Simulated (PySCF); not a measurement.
Match the calculated data to a structure.

All candidates are C8H9N.

| technique | computed result |
| --- | --- |
| Rotational structure | rotational constants A, B, C: 3.610, 1.051, 0.855 GHz [PBE0-D3(BJ)/def2-SVP] |
| UV, first state | lowest singlet excitation: 5.26 eV (236 nm, f = 0.297) [TDDFT CAM-B3LYP/def2-SVPD] |
| Dipole | 4.05 D [CAM-B3LYP/def2-SVPD] |
| Polarisability | 98.0 au [CAM-B3LYP/def2-SVPD] |

Gas-phase values; electronic properties from PySCF, density fitting. Levels stand in brackets. The structure is a single PBE0-D3(BJ)/def2-SVP conformer in the gas phase; no vibrational or solvent corrections.

**Question.** Which candidate is it?
A. `C=C1C[C@H](CC#N)C1=C`
B. `[H]/N=C\C1=CC=CC12CC2`
C. `C/N=C/c1ccccc1`

**Answer.** A. It is `C=C1C[C@H](CC#N)C1=C`. Numbering: `[CH2:1]=[C:2]1[CH2:3][C@H:4]([CH2:5][C:6]#[N:7])[C:8]1=[CH2:9]`. Its formula, C8H9N, gives 5 degrees of unsaturation: 1 ring and 4 π bonds in the structure found. S1 is mainly HOMO→LUMO (weight 0.98); the largest Löwdin shares of the orbital it empties are 0.25 on a terminal =CH2 carbon, 0.24 on a terminal =CH2 carbon, 0.18 on a fully substituted alkene carbon and 0.17 on a fully substituted alkene carbon, of the orbital it fills 0.20 on a terminal =CH2 carbon, 0.19 on a terminal =CH2 carbon and 0.15 on each of 2 atoms of one kind (fully substituted alkene carbon). The optimised geometry has point group C1 and is an asymmetric top.

The others, at the same levels:
- `[H]/N=C\C1=CC=CC12CC2` fails: its computed lowest singlet excitation is 4.21 eV (295 nm, f = 0.211) (against 5.26 eV), static isotropic polarisability is 100.4 au (against 98.0 au) and rotational constant A is 2.452 GHz (against 3.610 GHz).
- `C/N=C/c1ccccc1` fails: its computed lowest singlet excitation is 4.62 eV (268 nm, f = 0.001) (against 5.26 eV), static isotropic polarisability is 106.7 au (against 98.0 au) and rotational constant A is 5.071 GHz (against 3.610 GHz).

Each candidate is one conformer, not necessarily the lowest. The conformers computed, where there is a choice (atom-mapped SMILES and torsion angles):
- `[CH2:1]=[C:2]1[CH2:3][C@H:4]([CH2:5][C:6]#[N:7])[C:8]1=[CH2:9]`: C3–C4–C5–C6 -172°
- `[H]/[N:1]=[CH:2]\[C:3]1=[CH:4][CH:5]=[CH:6][C:7]12[CH2:8][CH2:9]2`: N1–C2–C3–C4 1°
- `[CH3:1]/[N:2]=[CH:3]/[c:4]1[cH:5][cH:6][cH:7][cH:8][cH:9]1`: N2–C3–C4–C5 0°
